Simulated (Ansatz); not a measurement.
## Ligand exchange: GeH3F + GaH(CH3)(NH2) → GeH3(NH2) + GaH(CH3)F

Gas-phase species: GeH3F (fluorogermane) `[F][GeH3]`, singlet; GaH(CH3)(NH2), singlet; GeH3(NH2), singlet; GaH(CH3)F, singlet. The partners trade F for NH2: Ge–F and Ga–NH2 bonds give way to Ge–NH2 and Ga–F.

Shapes, held fixed at every level: PBE0-D4/def2-TZVP. Programs: Ansatz 0.2.0. Electronic energies: no zero-point or thermal term.

```tsv
level	kind	ΔE (kJ/mol)	less CCSD(T)/def2-TZVPP
HF/def2-SVP	Hartree–Fock	-0.7	-5.0
HF/def2-TZVPP	Hartree–Fock	+2.8	-1.5
PBE-D4/def2-TZVPP	GGA	+2.8	-1.5
B3LYP-D4/def2-TZVPP	global hybrid	+4.4	+0.1
MP2/def2-SVP	perturbation theory	+1.9	-2.4
CCSD/def2-SVP	coupled cluster or CI	+1.9	-2.4
CCSD(T)/def2-TZVPP	coupled cluster or CI	+4.3	0.0
```

The highest level, CCSD(T)/def2-TZVPP, gives ΔE = +4.3 kJ/mol; the levels span -0.7 to +4.4. They disagree on the sign: 6 of 7 are positive. The column of differences is taken from that level and isn't an error. No measured value is set beside it here. Relativity is left out for Ga, Ge. Outer-core shells of Ga, Ge are correlated, in sets that cover them unevenly.
